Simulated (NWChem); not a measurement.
# Ionisation of F3Si

SMILES: F[Si](F)F
```xyz
4

F      0.7584    -0.2013     1.3144
Si     0.0008     0.3851     0.0000
F      0.7584    -0.2013    -1.3144
F     -1.5181    -0.1964     0.0000
```
Charge 0, spin multiplicity 2.

Program: NWChem. All single points use one geometry, from UPBE/def2-SVP, a minimum by its harmonic frequencies.

Basis set: def2-TZVP. The species with one electron less has spin multiplicity 1 and keeps the geometry of the parent. Δ marks differences of total energies (open shells unrestricted). −ε marks an orbital energy of the parent. That orbital need not have the symmetry of the hole or added electron in the Δ rows. That singlet is a closed-shell solution.

B3LYP has NWChem's definition, with VWN1-RPA local correlation. The structure started from a generated list of species. The unpaired electrons of the parent sit in orbitals of symmetry a' (Cs labels of the run); other states weren't searched. No SCF solution was tested for a lower state.

One of these methods gave a first vertical ionisation energy of 6.78 eV. Which?
A. ΔLDA (SVWN5)
B. −ε(alpha HOMO) of B3LYP
C. −ε(alpha HOMO) of LDA (SVWN5)
D. −ε(alpha HOMO) of PBE0

C, −ε(alpha HOMO) of LDA (SVWN5). The others give 8.19 (−ε(alpha HOMO) of PBE0), 7.89 (−ε(alpha HOMO) of B3LYP), 10.75 (ΔLDA (SVWN5)).
